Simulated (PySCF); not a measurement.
silane (H4Si), singlet, at a GFN2-xTB geometry; DF-PBE0/pc-2 in PySCF.

PySCF was given this input:
```python
from pyscf import gto, scf, dft

mol = gto.Mole()
mol.atom = '''
    Si   -0.00000000    0.00000000   -0.00000000
    H     0.85687118    0.83207387    0.84090169
    H    -0.85685565   -0.82713035    0.84578045
    H    -0.82961346    0.85438800   -0.84584481
    H     0.82959793   -0.85933152   -0.84083733
'''
mol.basis = 'pc-2'
mol.verbose = 4
mol.build()

mf = dft.RKS(mol)
mf.xc = 'pbe0'
mf = mf.density_fit(auxbasis='def2-universal-jkfit')
mf.kernel()
```

What the program printed (banner, timings and long lists left out):

```
PySCF version 2.14.0

[INPUT] verbose = 4
[INPUT] num. atoms = 5
[INPUT] num. electrons = 18
[INPUT] charge = 0
[INPUT] spin (= nelec alpha-beta = 2S) = 0
[INPUT] symmetry False subgroup None
[INPUT] Mole.unit = angstrom
[INPUT] Symbol           X                Y                Z      unit          X                Y                Z       unit  Magmom
[INPUT]  1 Si     0.000000000000   0.000000000000   0.000000000000 AA    0.000000000000   0.000000000000   0.000000000000 Bohr   0.0
[INPUT]  2 H      0.856871180000   0.832073870000   0.840901690000 AA    1.619251854233   1.572391729707   1.589073891784 Bohr   0.0
[INPUT]  3 H     -0.856855650000  -0.827130350000   0.845780450000 AA   -1.619222506786  -1.563049830816   1.598293412011 Bohr   0.0
[INPUT]  4 H     -0.829613460000   0.854388000000  -0.845844810000 AA   -1.567742228653   1.614559324115  -1.598415034785 Bohr   0.0
[INPUT]  5 H      0.829597930000  -0.859331520000  -0.840837330000 AA    1.567712881206  -1.623901223006  -1.588952269011 Bohr   0.0

nuclear repulsion = 21.6183353073154
number of shells = 16
number of NR pGTOs = 128
number of NR cGTOs = 90
basis = pc-2
ecp = {}

******** <class 'pyscf.df.df_jk.DFRKS'> ********
method = DFRKS
initial guess = minao
damping factor = 0
level_shift factor = 0
DIIS = <class 'pyscf.scf.diis.CDIIS'>
diis_start_cycle = 1
diis_space = 8
diis_damp = 0
SCF conv_tol = 1e-09
SCF conv_tol_grad = None
SCF max_cycles = 50
direct_scf = False
XC library pyscf.dft.libxc version 7.1.2
    S. Lehtola, C. Steigemann, M. J. T. Oliveira, and M. A. L. Marques,  SoftwareX 7, 1–5 (2018)
XC functionals = pbe0
    C. Adamo and V. Barone,  J. Chem. Phys. 110, 6158 (1999)
    M. Ernzerhof and G. E. Scuseria,  J. Chem. Phys. 110, 5029 (1999)
radial grids:
    Treutler-Ahlrichs [JCP 102, 346 (1995); DOI:10.1063/1.469408] (M4) radial grids

becke partition: Becke, JCP 88, 2547 (1988); DOI:10.1063/1.454033
pruning grids: <function nwchem_prune>
grids dens level: 3
symmetrized grids: False
atomic radii adjust function: <function treutler_atomic_radii_adjust>
small_rho_cutoff = 0
Set gradient conv threshold to 3.16228e-05
Initial guess from minao.
tot grids = 58416
******** <class 'pyscf.df.df.DF'> ********
auxbasis = def2-universal-jkfit
init E= -291.501084697625
  HOMO = -0.380727174678989  LUMO = 0.00392519977054154  gap/eV = 10.46692
cycle= 1 E= -291.76032813415  delta_E= -0.259  |g|= 0.0921  |ddm|= 1.51
  HOMO = -0.360075652306961  LUMO = 0.0361925089713262  gap/eV = 10.78301
cycle= 2 E= -291.761968864396  delta_E= -0.00164  |g|= 0.0188  |ddm|= 0.106
  HOMO = -0.36395599370407  LUMO = 0.0343122219707667  gap/eV = 10.83743
cycle= 3 E= -291.76201372226  delta_E= -4.49e-05  |g|= 0.00376  |ddm|= 0.021
  HOMO = -0.364729987947585  LUMO = 0.033956081495063  gap/eV = 10.84880
cycle= 4 E= -291.762016126039  delta_E= -2.4e-06  |g|= 0.000999  |ddm|= 0.00439
  HOMO = -0.364387683447231  LUMO = 0.0341650398496932  gap/eV = 10.84517
cycle= 5 E= -291.762016478549  delta_E= -3.53e-07  |g|= 8.8e-05  |ddm|= 0.0014
  HOMO = -0.364385887940864  LUMO = 0.0341664680984145  gap/eV = 10.84516
cycle= 6 E= -291.762016480862  delta_E= -2.31e-09  |g|= 3.51e-06  |ddm|= 0.000127
  HOMO = -0.364387296134115  LUMO = 0.0341657629165179  gap/eV = 10.84518
cycle= 7 E= -291.762016480873  delta_E= -1.1e-11  |g|= 1.9e-07  |ddm|= 1.27e-05
  HOMO = -0.364387302092536  LUMO = 0.0341657612484226  gap/eV = 10.84518
Extra cycle  E= -291.762016480874  delta_E= -1.08e-12  |g|= 6.48e-08  |ddm|= 5.59e-07
converged SCF energy = -291.762016480874
```
